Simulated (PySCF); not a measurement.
Input file for PySCF: R-MP2/6-31G* on CN2O (a complex), monomers drawn apart or pushed together.

```python
from pyscf import gto, scf, dft, mp
from pyscf.data.elements import chemcore

mol = gto.M(
    atom='''
    C     0.68787463   -0.17168019   -0.67007106
    O    -0.27296293    0.09222424   -0.14784971
    N     0.38393684   -0.04286062    2.76906944
    N    -0.59865573    0.07952935    3.22664978
    ''',
    basis='6-31g*',
    cart=True,
    charge=0, spin=0, verbose=3, max_memory=1800)
mf = scf.RHF(mol)
mf.conv_tol = 1e-8
mf.max_cycle = 100
mf.kernel()
if not mf.converged:
    mf = mf.newton().run(mf.mo_coeff, mf.mo_occ)
pt = mp.MP2(mf, frozen=chemcore(mol)).run()
```

It printed:

```
converged SCF energy = -221.680331726044
E(RMP2) = -222.271674125983  E_corr = -0.591342399938461
E(SCS-RMP2) = -222.25369712465  E_corr = -0.573365398605626
```

The calculation finished and met its thresholds.

Cost: roughly 0.6 core-seconds.
